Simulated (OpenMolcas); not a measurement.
V2+ among 6 point charges of -2 e arranged as an octahedron (Oh), 1.74 Å from the ion. The active orbitals were held to one l.
```
   1.7400    0.0000    0.0000  -2.00
   0.0000    1.7400    0.0000  -2.00
  -1.7400    0.0000    0.0000  -2.00
   0.0000   -1.7400    0.0000  -2.00
   0.0000    0.0000    1.7400  -2.00
   0.0000    0.0000   -1.7400  -2.00
```

```yaml
Program: OpenMolcas
Method: CASSCF
Basis: ANO-RCC-VDZP [5s4p2d1f]
Scalar_Hamiltonian: DKH2, point nucleus
Active_space: 3 electrons in 5 orbitals (3d)
State_averaging: 2S+1 = 4 even, 10 roots; 2S+1 = 2 even, 40 roots
Spin-orbit_coupling: RASSI with atomic mean-field integrals over the reference wave functions
```

Problem. What is the spin-free ground state (labels of O, the rotations of Oh)?

Solution. 4A2, 1-fold in its orbital part, 100 % from free-ion F terms; it has the highest spin that d3 allows.

Problem. Where is the first state of the same spin?

Solution. 4T2 at 13700 cm-1 above the ground state.

Problem. What are the lowest two levels with spin-orbit coupling?

Solution. A 4-fold level Γ8, then a 4-fold level Γ8 13540 cm-1 above it. Their leading multiplicities are 4 (100 %) and 4 (53 %).

Problem. What is χT at 300 K, and how does it compare with the textbook value?

Solution. The lowest level has 2S+1 = 4, for which the spin-only value is χT = S(S+1) / 2 = 1.875 cm3 K/mol (g = 2). The computed 1.866 at 300 K differs by -0.009, through a little spin-orbit mixing out of the ground term, against the free-electron g of 2.0023, which raises it.

Without dynamic correlation the repulsion within the d shell is too large (B by tens of per cent), so at a given field states of lower spin stand too high. This is an electrostatic model: the charges have no orbitals. No measured value stands beside these numbers.
